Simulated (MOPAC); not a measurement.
Input for MOPAC: PM6 on H3NOSe (SMILES N[Se]O), a point of a torsion scan.

```
PM6 1SCF PRECISE CHARGE=0 THREADS=1
H3NOSe

N     -0.98739857 1     0.00728363 1    -0.02564536 1
Se     0.44271251 1    -0.25973525 1     1.02639212 1
O      1.63187083 1    -0.50632144 1    -0.35294845 1
H     -1.70397014 1    -0.70397755 1     0.04386736 1
H     -1.38620574 1     0.93574472 1     0.02805497 1
H      2.50051917 1    -0.67142715 1     0.01734779 1
```

Program output:

```
*******************************************************************************
 **                                                                           **
 **                              MOPAC v23.2.5                                **
 **                                                                           **
 *******************************************************************************
 ** MOPAC's Digital Object Identifier: https://doi.org/10.5281/zenodo.6511958 **
 **                                                                           **
 ** Please cite the open-source release paper for use of this MOPAC version:  **
 ** J. E. Moussa and J. J. P. Stewart (2026)                                  **
 ** MOPAC: An open-source semiempirical molecular orbital program             **
 ** J. Open Source Softw., 11(119), 8025, https://doi.org/10.21105/joss.08025 **
 *******************************************************************************

                              PM6 CALCULATION RESULTS

 *******************************************************************************
 *  PM6        - The PM6 Hamiltonian to be used
 *
 *
 *
 *                 CHARGE ON SYSTEM = 0
 *
 *
 *
 *  PRECISE    - TIGHTER CRITERIA TO BE USED
 *  1SCF       - DO 1 SCF AND THEN STOP
 *  THREADS=1  - MULTI-THREADING NOT USED
 *  T=         - A TIME OF 172800.0 SECONDS REQUESTED
 *  DUMP=N     - RESTART FILE WRITTEN EVERY 7200.0 SECONDS REQUESTED
 *******************************************************************************
PM6 1SCF PRECISE CHARGE=0 THREADS=1
 H3NOSe

   ATOM   CHEMICAL          X               Y               Z
  NUMBER   SYMBOL      (ANGSTROMS)     (ANGSTROMS)     (ANGSTROMS)

     1       N         -0.98739857  *   0.00728363  *  -0.02564536  *
     2      Se          0.44271251  *  -0.25973525  *   1.02639212  *
     3       O          1.63187083  *  -0.50632144  *  -0.35294845  *
     4       H         -1.70397014  *  -0.70397755  *   0.04386736  *
     5       H         -1.38620574  *   0.93574472  *   0.02805497  *
     6       H          2.50051917  *  -0.67142715  *   0.01734779  *



          CARTESIAN COORDINATES

    NO.       ATOM           X           Y           Z

     1         N         -0.9874      0.0073     -0.0256
     2        Se          0.4427     -0.2597      1.0264
     3         O          1.6319     -0.5063     -0.3529
     4         H         -1.7040     -0.7040      0.0439
     5         H         -1.3862      0.9357      0.0281
     6         H          2.5005     -0.6714      0.0173

 General Reference for PM6:
 "Optimization of Parameters for Semiempirical Methods V: Modification of NDDO Approximations
 and Application to 70 Elements", J. J. P. Stewart, J. Mol. Mod., 13, 1173-1213 (2007)
 URL: https://link.springer.com/article/10.1007/s00894-007-0233-4

           Empirical Formula: H3 N O Se  =     6 atoms



      MOLECULAR POINT GROUP   :   Cs


      RHF CALCULATION, NO. OF DOUBLY OCCUPIED LEVELS = 10


 -------------------------------------------------------------------------------
 PM6 1SCF PRECISE CHARGE=0 THREADS=1
 H3NOSe



     1SCF WAS SPECIFIED, SO BFGS WAS NOT USED
     SCF FIELD WAS ACHIEVED


                              PM6 CALCULATION
                                                       MOPAC v23.2.5 Linux




          FINAL HEAT OF FORMATION =        -10.53050 KCAL/MOL =     -44.05963 KJ/MOL


          COSMO AREA              =         92.00 SQUARE ANGSTROMS
          COSMO VOLUME            =         74.71 CUBIC ANGSTROMS

          IONIZATION POTENTIAL    =          8.225875 EV
          HOMO LUMO ENERGIES (EV) =         -8.226 -0.600
          NO. OF FILLED LEVELS    =         10
          MOLECULAR WEIGHT        =        111.9898         POINT GROUP:  Cs

          MOLECULAR DIMENSIONS (Angstroms)

            Atom       Atom       Distance
            H     6    H     5     4.20592
            H     4    H     5     1.63680
           Se     2    O     3     1.37392


          SCF CALCULATIONS        =          1





   ATOM   CHEMICAL          X               Y               Z
  NUMBER   SYMBOL      (ANGSTROMS)     (ANGSTROMS)     (ANGSTROMS)

     1       N         -0.98739857  *   0.00728363  *  -0.02564536  *
     2      Se          0.44271251  *  -0.25973525  *   1.02639212  *
     3       O          1.63187083  *  -0.50632144  *  -0.35294845  *
     4       H         -1.70397014  *  -0.70397755  *   0.04386736  *
     5       H         -1.38620574  *   0.93574472  *   0.02805497  *
     6       H          2.50051917  *  -0.67142715  *   0.01734779  *

                             CARTESIAN COORDINATES

   1    N       -0.987398570     0.007283630    -0.025645360
   2   Se        0.442712510    -0.259735250     1.026392120
   3    O        1.631870830    -0.506321440    -0.352948450
   4    H       -1.703970140    -0.703977550     0.043867360
   5    H       -1.386205740     0.935744720     0.028054970
   6    H        2.500519170    -0.671427150     0.017347790


           Empirical Formula: H3 N O Se  =     6 atoms



      MOLECULAR POINT GROUP   :   Cs


                  EIGENVALUES
 -30.52714 -28.33235 -21.45391 -17.27836 -16.24471 -14.84973 -12.99640 -11.82304
 -10.03525  -8.22588  -0.60040  -0.09754   5.09255   5.78205   6.53062


              NET ATOMIC CHARGES AND DIPOLE CONTRIBUTIONS

  ATOM NO.   TYPE          CHARGE      No. of ELECS.   s-Pop       p-Pop
    1          N          -0.558558        5.5586     1.54139     4.01717
    2         Se           0.377289        5.6227     1.96739     3.65532
    3          O          -0.608769        6.6088     1.83003     4.77874
    4          H           0.240307        0.7597     0.75969
    5          H           0.240325        0.7597     0.75968
    6          H           0.309405        0.6906     0.69059
 DIPOLE           X         Y         Z       TOTAL
 POINT-CHG.    -1.171     0.260     3.070     3.296
 HYBRID        -0.330     0.064     0.044     0.339
 SUM           -1.502     0.324     3.113     3.472


          ATOMIC ORBITAL ELECTRON POPULATIONS

     Atom    s        px        py        pz
    1  N   1.54139   1.21605   1.18647   1.61465
    2 Se   1.96739   0.90951   1.95353   0.79228
    3  O   1.83003   1.35030   1.97508   1.45335
    4  H   0.75969
    5  H   0.75968
    6  H   0.69059

 **********************
 *                    *
 * JOB ENDED NORMALLY *
 *                    *
 **********************




 == MOPAC DONE ==
```

The run finished.

Cost: very roughly 0.04 core-seconds.
